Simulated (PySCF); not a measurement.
C₆H₆O, SMILES [C@H]12C=C[C@H](O1)C=C2. The structure is a stationary point at PBE-D3(BJ)/def2-SVP. The structure was generated by enumeration; whether it is a known compound was not checked. Other conformers were not sampled.

Method: PBE-D3(BJ)/def2-SVP (PySCF).

Harmonic wavenumbers (cm⁻¹): 414, 420, 525, 591, 657, 700, 702, 791, 816, 858, 863, 866, 882, 882, 904, 933, 999, 1031, 1106, 1153, 1177, 1211, 1223, 1251, 1275, 1579, 1621, 3074, 3077, 3161, 3162, 3186, 3188. Rotational constants (GHz): 4.492, 3.673, 3.272; symmetry number 2.

Task: Work out the zero-point energy and the ideal-gas rigid-rotor harmonic-oscillator thermochemistry at 298.15 K and 1 atm.

Result: ZPE = ½ Σ hcν = ½ × 44278 cm⁻¹ = 264.84 kJ/mol. H − E(el) = 280.19 kJ/mol. Entropy in J/(mol K): translation 165.42, rotation 103.82, vibration 24.20, total 293.44. G − E(el) = 192.70 kJ/mol. Cp = 95.67 J/(mol K).
